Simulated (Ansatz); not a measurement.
Consider the redistribution: `C#[C][GeH2][NH2]` + `N=[C](O)[AlH][F]` → `N=[C](O)[GeH2][NH2]` + `C#[C][AlH][F]`.

Gas-phase electronic energies from Ansatz, PBE0-D4/def2-TZVP geometries. CBS: MP2 limit from def2 TZ/QZ plus the TZ coupled-cluster correction, frozen cores. For Ge outer-core shells are correlated without core-valence functions, which leaves a few kJ/mol of doubt a bond. Scalar relativity is left out up to krypton. Each species was taken in one conformer, which may not be the lowest.

```csv
species,MP2/def2-TZVPP energy (Eh)
`C#[C][GeH2][NH2]`,-2209.24418
`N=[C](O)[AlH][F]`,-511.39124
`N=[C](O)[GeH2][NH2]`,-2301.66087
`C#[C][AlH][F]`,-418.99005
```

Work out ΔE.

ΔE = (-2301.66087) + (-418.99005) − (-2209.24418) − (-511.39124) = -0.01550 Eh = -40.7 kJ/mol. CCSD(T)/CBS gives -42.5 kJ/mol.

Largest T1 diagnostic among the species: 0.015.
